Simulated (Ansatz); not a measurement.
Basis-set extrapolation for CH5NS2Si, SMILES `C=N[SiH](S)S` (PBE0-D4/def2-TZVP geometry, frozen core, Ansatz 0.2.0). Multiplicity 1, RHF reference.

```
                       def2-TZVPP    def2-QZVPP
                 HF  -1179.359861  -1179.395775
    MP2 correlation     -0.831768     -0.897548
CCSD(T) correlation     -0.929267       not run
```

Energies in hartree. Use E(X) = E(∞) + A·exp(−7.88·√X) for Hartree–Fock and E(X) = E(∞) + B·X^(−2.97) for correlation, with X = 3 and 4, and add CCSD(T) minus MP2 of the smaller set to the MP2 limit.

Question: What is the CCSD(T) energy at the basis-set limit?

Answer: HF limit: -1179.395775 + (-0.035914) × 0.13774 = -1179.40072. MP2 limit: -0.897548 + (-0.065780) × 0.74074 = -0.94627. Higher-order term: -0.929267 − (-0.831768) = -0.09750. Total: -1180.44449 hartree, 97.5 kcal/mol below CCSD(T)/def2-TZVPP.
